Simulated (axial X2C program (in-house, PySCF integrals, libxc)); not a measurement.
**KS: a run with one poor setting**

All values were computed with an in-house all-electron X2C program for linear molecules (integrals from PySCF). Two-component (2c) means X2C with spin–orbit coupling and atomic mean-field two-electron Coulomb and Gaunt terms. Basis: K dyall-v3z [11s12p4d2f], S dyall-v3z [8s7p2d1f] (cores contracted in-house); Gaussian nuclei, density fitting, unrestricted open shells. Masses: K 38.964 u, S 31.972 u.

One setting of this run was spoiled on purpose, so its numbers are not properties of KS. Level: PBE0, with spin–orbit coupling; state Ω = 1/2 (⟨Sz⟩ = 0.50, ⟨Lz⟩ = 0.00 at PBE0).

```tsv
R (Å)	E − E(lowest point) (eV)	SCF iterations
2.460	1.2343	12
2.574	0.8323	11
2.658	0.6137	9
2.743	0.4482	9
2.828	0.3239	8
2.927	0.2178	9
3.026	0.1429	8
3.153	0.0786	9
3.309	0.0322	9
3.535	0.0000	9
```

PBE0 search, energies from the determinant that was followed:

| ΔE (eV) | state | electrons beyond evenly filled partner blocks | electrons in ±ω = 1/2, 3/2, 5/2, 7/2 |
| --- | --- | --- | --- |
| 0.00 | Ω = 1/2 | 2 × ω = -1/2, ω = 3/2 | 28 7 0 0 |
| 0.22 | Ω = 5/2 | 2 × ω = 1/2, ω = 3/2 | 28 7 0 0 |
| 1.19 | Ω = 1/2 | ω = 1/2 | 29 6 0 0 |
| 1.21 | Ω = 5/2 | ω = -1/2, 2 × ω = 3/2 | 27 8 0 0 |
| 1.55 | Ω = 7/2 | ω = 1/2, 2 × ω = 3/2 | 27 8 0 0 |
| 2.64 | Ω = 7/2 | ω = -1/2, ω = 3/2, ω = 5/2 | 27 7 1 0 |
| -2.86 | Ω = 3/2 | ω = 3/2 | 28 7 0 0 |

Task: Which setting was spoiled?
A. density fitting set too sparse
B. too few iterations allowed
C. an excited determinant was followed
D. virtual space cut too low
E. integration grid too coarse

Result: C. An excited determinant was followed: a lower determinant stands in the search.
